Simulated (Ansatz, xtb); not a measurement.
**C4H6BFSi: which of two isomers lies lower**

Structure X is `BC1=CC=C[Si@@H]1F`, a singlet and structure Y is `BC1=C[Si@@H](F)C=C1`, a singlet. Both are isolated molecules in the gas phase, relaxed with r2SCAN-D4/def2-SVP; the shapes shown needn't be the lowest conformers.

X (Å):

```xyz
13

C    -0.6023    1.3045    1.0423
C    -1.9064    1.4574    0.6393
C    -2.4415    0.5602   -0.4060
C    -1.5827   -0.3668   -0.9012
B     0.0394    2.2182    2.0941
F     0.6771   -1.3457    0.6963
Si    0.0701   -0.0438   -0.0708
H     1.2278    2.1947    2.3192
H    -0.6616    2.9879    2.7153
H    -2.5582    2.2340    1.0646
H    -3.4835    0.6657   -0.7324
H    -1.8859   -1.0830   -1.6701
H     1.1173    0.4172   -1.0248
```

Y (Å):

```csv
atom,x (Å),y (Å),z (Å)
C,-0.5468,1.2609,1.0269
C,-1.8954,1.4118,0.8388
C,-0.6437,-0.2234,-0.9281
C,0.1160,0.3455,0.0360
B,0.2083,1.9788,2.1759
F,-3.1433,1.0805,-1.8096
Si,-2.3986,0.2963,-0.5915
H,-0.4032,2.7154,2.9122
H,1.3942,1.8098,2.3432
H,-2.4882,2.0526,1.4987
H,-3.3098,-0.8082,-0.1791
H,-0.2251,-0.9049,-1.6730
H,1.1957,0.1714,0.1310
```

Task: Estimate E(Y) − E(X) at the level CCSD(T)/def2-SVP + ΔMP2/def2-TZVPP.

Result: Calculated at CCSD(T)/def2-SVP + ΔMP2/def2-TZVPP: E(Y) − E(X) = +3.5 kcal/mol, so structure X lies lower.

The same difference at several levels:

```csv
level,geometry,E(Y) − E(X) (kcal/mol),departure from the last row (kcal/mol),"job, with rough time for the two"
GFN2-xTB,GFN2-xTB,+3.3,−0.2,"optimisation, 1.1 s"
HF/STO-3G,GFN2-xTB,+0.4,−3.1,"single point, 3.4 s"
r2SCAN-D4/def2-SVP//GFN2-xTB,GFN2-xTB,+3.7,+0.2,"single point, 14 s"
r2SCAN-D4/def2-SVP,r2SCAN-D4/def2-SVP,+5.1,+1.6,"optimisation, 4.6 min"
HF/def2-SVP,r2SCAN-D4/def2-SVP,+3.9,+0.4,part of the CCSD(T) run
MP2/def2-SVP,r2SCAN-D4/def2-SVP,+4.2,+0.7,part of the CCSD(T) run
CCSD(T)/def2-SVP,r2SCAN-D4/def2-SVP,+3.6,+0.1,single point
CCSD(T)/def2-SVP + ΔMP2/def2-TZVPP,r2SCAN-D4/def2-SVP,+3.5,,"single point, 2.9 min"
```

As drawn, both hold the same kinds of bond in the same numbers.

HF/STO-3G finds them nearly level. The largest departure from CCSD(T)/def2-SVP + ΔMP2/def2-TZVPP is that of HF/STO-3G, 3.1 kcal/mol. The last row adds to CCSD(T) the change of the MP2 difference between the two basis sets, here −0.1 kcal/mol.

With thermal terms from frequencies at re-optimised GFN2-xTB minima (ideal gas, soft modes damped towards free rotors, one conformer each, 298.15 K, 1 atm): the zero-point term adds +0.1 kcal/mol; ΔH is +3.5 and ΔG +3.7 kcal/mol.

The correlated steps freeze 11 core orbitals. Run with Ansatz 0.2.0, xtb 6.7.1; the last row on 2 threads of Intel(R) Xeon(R) Processor @ 2.50GHz (Skylake/Cascade Lake) on a shared host.
